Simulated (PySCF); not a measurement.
**CsLi and its ions**

RHF-MP2; basis Cs def2-TZVP with ECP46, Li def2-TZVP; scalar-relativistic core potentials; PySCF 2.14. Neutral (RHF): singlet (closed shell), Re = 3.754 Å, ωe = 177 cm⁻¹, De = 0.35 eV.

CsLi⁺ (UHF): doublet (σ ↑), Re = 4.431 Å, ωe = 113 cm⁻¹, De = 0.32 eV to Cs⁺ + Li. The energies at the minima are -27.43585 hartree for CsLi and -27.29542 for CsLi⁺.

(1) Work out the adiabatic ionisation energy, without and with harmonic zero-point energies (1 hartree = 27.2114 eV, 1 eV = 8065.5 cm⁻¹), and the change of the bond length.

Correlated steps freeze no core orbitals. Weak bonds: CsLi, CsLi⁺. Basis-set superposition, not corrected here, can be much of De in a small basis, most of all at correlated wavefunction levels. Spin–orbit coupling is left out. For an ion De counts to the pair picked by the measured ionisation energies or electron affinities, which need not be the lowest pair at this level. Where the molecule has an RHF reference, its open-shell atoms are computed with UHF. States were picked by a PBE0 search and need not be the measured ground states.

Neutral and ion stand on different kinds of reference determinant, which adds to the error of the difference.

## Answers

(1) At MP2: 0.14043 hartree = 3.821 eV between the minima; the zero-point term (113.0 − 177.0)/2 cm⁻¹ = -0.004 eV makes it 3.817 eV. Re changes by +67.7 pm against the neutral. The electron leaves a σ orbital, and the ion is left as a loose complex of an ion and an atom.
